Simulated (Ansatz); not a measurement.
A search over several starts for the lowest SCF solution of Al₃Cl at the given spin, in a small basis.

```yaml
crystal:
  periodic: [false, false, false]
  atoms:
    - {symbol: Al, position_ang: [0.321193, -0.202770, -0.535874]}
    - {symbol: Al, position_ang: [-1.170774, 1.736499, 0.142534]}
    - {symbol: Al, position_ang: [-0.718045, -0.001147, 2.023051]}
    - {symbol: Cl, position_ang: [1.567626, -1.532582, -1.629713]}
basis:
  gaussian: {orbitals: def2-SVP, initial_orbitals: start.molden}
magnetization: {spin_polarized: true, initial_magnetization: 2}
hamiltonian: {xc: pbe0, dispersion: d4}
output: {orbitals: {seedname: orbitals}}
```

The file start.molden holds the orbitals of an earlier run on this structure, at another level or in another basis.

```sh
$ ansatz run in.yaml --threads 4 --pin off --events-out ev --progress --plain --max-ram 3916MiB
```

It prints (some lines left out):

```
Functional definition: PBE0
632 factors; integrals over basis functions are off by at most 1.0e-3 eV
mean field evaluation 1: about -32289.8126 eV, gradient 4.8e0 eV
mean field evaluation 2: about -32289.9248 eV, gradient 1.2e-1 eV
mean field evaluation 4: about -32289.9849 eV, gradient 1.1e-3 eV
mean field evaluation 8: about -32289.3222 eV, gradient 8.7e0 eV
mean field evaluation 16: about -32289.9849 eV, gradient 3.7e-2 eV
mean field evaluation 32: about -32289.8356 eV, gradient 1.0e0 eV
mean field -32289.98492387 eV, -1186.6350590144 hartree, gradient 3.1e-5 eV, S^2 2.011291; 5 other end points of the search recorded, 0 dependent functions left out
reference -32289.98494925 eV, -1186.6350599470 hartree; 29, 27 occupied and 43, 45 virtual orbitals, 632 factors
Total energy: -32290.11060301 eV, -1186.6396776374 hartree
```

Run time 1.9 s (4 threads of Arm Neoverse V2 on a shared host).

The structure comes from a short search, and lower isomers may exist.
